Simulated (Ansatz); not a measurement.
Several settings on one geometry of the cluster Al₂P₂ (that of the charge 0 singlet, PBE-D4/def2-TZVP). Ansatz on 4 threads of Intel Xeon 6975P-C on a shared host; times are rough.

```xyz
4

Al    0.2311    1.8586   -1.3310
Al   -0.2313   -1.8582    1.3314
P    -0.5263   -0.4762   -0.7562
P     0.5266    0.4758    0.7557
```

Totals from different functionals, basis sets or treatments of relativity can't be compared as stabilities.

DK, ANO-RCC and x2c sets are all-electron and run with scalar relativity unless a key says otherwise. LC-ωPBE has ω = 0.4 bohr⁻¹.

Problem. Give the basis size and estimate the energy, ⟨S²⟩, dipole and time of these runs.

| run | method | charge | state | further keys |
| --- | --- | --- | --- | --- |
| 1 | RKS LC-ωPBE/cc-pVDZ | 0 | singlet | final_grid: {core_spheres: 5, valence_spheres: 4, degree: 11}; scf: {omitted_lower_state_checks: [starts]}; forces asked |
| 2 | UKS ωB97/def2-SVPD | 0 | singlet | accuracy: high; scf: {omitted_lower_state_checks: [starts]}; forces asked |
| 3 | RKS r2SCAN50/x2c-TZVPPall | 0 | singlet | pseudopotentials: {relativity: scalar} |
| 4 | RKS CAM-B3LYP-D3(BJ)-ATM/pcseg-2 | 0 | singlet | nuclear_model: gaussian; scf: {lower_state_search: light}; forces asked |

Solution. 
| run | functions | energy (Eh) | ⟨S²⟩ | dipole (D) | wall time |
| --- | --- | --- | --- | --- | --- |
| 1 | 72 | -1167.1457 | – | 0.00 | 0.45 s |
| 2 | 96 | -1167.1434 | 0.00 | 0.00 | 12 s |
| 3 | 168 | -1169.9649 | – | – | 1.5 s |
| 4 | 136 | -1167.6357 | – | 0.00 | 1.1 s |
